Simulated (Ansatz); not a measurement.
Reaction (ligand exchange at the Si–N bond): `[OH][AlH][NH][SiH3]` + `[OH][GeH]` → `[SiH3][O][GeH]` + `[NH2][AlH][OH]`

Gas-phase electronic energies from Ansatz, PBE0-D4/def2-TZVP geometries. CCSD(T)/CBS is the MP2 limit (def2-TZVPP, def2-QZVPP) plus CCSD(T) − MP2 in def2-TZVPP, frozen cores. This one scheme is used for every species. DFT in def2-TZVPP. B3LYP here is the variant with VWN-RPA as its local correlation; programs differ in this. HSE06 is defined as in plane-wave codes. For Ge outer-core shells are correlated without core-valence functions, which leaves a few kJ/mol of doubt a bond. Scalar relativity is left out up to krypton. One conformer a species, not always the lowest.

`[OH][AlH][NH][SiH3]`:

Cartesian coordinates in Å:
```
O 0.507 -2.037 -0.789
Al 0.784 -1.141 0.621
N 0.107 0.499 0.682
Si -0.820 1.381 -0.477
H 0.826 -2.927 -0.921
H 1.605 -1.710 1.843
H 0.293 1.006 1.539
H -1.008 0.517 -1.668
H -0.138 2.641 -0.890
H -2.155 1.770 0.060
```

`[OH][GeH]`:

Cartesian coordinates in Å:
```
O -0.086 -0.245 -0.801
Ge -0.279 0.283 0.899
H -0.938 -0.360 -1.232
H 1.303 0.322 1.134
```

`[SiH3][O][GeH]`:

Z-matrix (Å, degrees):
```
Si
O 1 1.643
H 1 1.485 2 109.3
H 1 1.490 2 110.8 3 120.2
H 1 1.485 2 109.3 3 -119.6
Ge 2 1.789 1 134.1 3 -120.3
H 6 1.605 2 93.5 1 180.0
```

`[NH2][AlH][OH]`:

Cartesian coordinates in Å:
```
N 0.535 -0.703 1.003
Al -0.454 0.195 -0.143
O 0.326 0.788 -1.529
H 1.519 -0.887 0.897
H 0.190 -1.104 1.859
H -1.994 0.425 0.123
H -0.123 1.286 -2.209
```

Q: Is it downhill or uphill in electronic energy at CCSD(T)/CBS, and by how much? (Estimate.)

A: Ansatz gave: Downhill: ΔE = -39.2 kJ/mol.

Q: What do these levels give: BLYP-D4, r2SCAN-D4, PBE0-D4, B3LYP-D4, r2SCANh-D4, HSE06-D4, ωB97X-V, revPBE, r2SCANh, CAM-B3LYP, CCSD/def2-TZVPP, MP2/def2-QZVPP? (Estimate.)

A: Ansatz gave: BLYP-D4 -39.1, r2SCAN-D4 -36.5, PBE0-D4 -34.7, B3LYP-D4 -41.2, r2SCANh-D4 -37.2, HSE06-D4 -34.5, ωB97X-V -38.6, revPBE -33.3, r2SCANh -37.6, CAM-B3LYP -43.4, CCSD/def2-TZVPP -40.2, MP2/def2-QZVPP -39.6 kJ/mol.

Largest T1 diagnostic among the species: 0.016.

At CCSD(T), def2-SVP lies +6.6 kJ/mol from the extrapolated value and def2-TZVPP +1.2 kJ/mol. Leaving LDA and LC-ωPBE aside and taking each functional with its dispersion term where it has one, the values, not all of them listed here, spread over 14.8 kJ/mol, from BHLYP-D4 to revPBE-D4. In def2-TZVPP, CCSD(T) changes the Hartree–Fock value by +13.8 kJ/mol (the triples alone add +2.2 kJ/mol) and MP2 by +13.2 kJ/mol.
